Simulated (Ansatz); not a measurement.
FH5OSSi2 can be A, `O[Si](F)([SiH3])S`, or B, `O[SiH2]S[SiH2]F`.

Gas-phase electronic energies from Ansatz, PBE0-D4/def2-TZVP geometries. CCSD(T)/CBS is the MP2 limit (def2-TZVPP, def2-QZVPP) plus CCSD(T) − MP2 in def2-TZVPP, frozen cores. Functionals use def2-TZVPP. B3LYP here is the variant with VWN-RPA as its local correlation; programs differ in this. One conformer a species, not always the lowest.

Problem. Which is lower in electronic energy at CCSD(T)/CBS, and by how much? (An estimate is asked.)

Solution. Computed: B, by 52.4 kJ/mol.

Problem. Give E(B) − E(A) in kJ/mol with r2SCAN-D4, MP2/def2-TZVPP, PBE-D4, CCSD(T)/def2-TZVPP, ωB97M-V, B3LYP, CCSD/def2-TZVPP. (Best estimate.)

Solution. Ansatz gave: r2SCAN-D4 -47.1, MP2/def2-TZVPP -60.9, PBE-D4 -38.0, CCSD(T)/def2-TZVPP -49.4, ωB97M-V -52.8, B3LYP -45.9, CCSD/def2-TZVPP -49.6. None reverses the order clearly.

Largest T1 diagnostic: 0.013.

From PBE to PBE0 (25 % exact exchange), in def2-TZVPP and without D4, E(B) − E(A) moves by −5.0 kJ/mol.
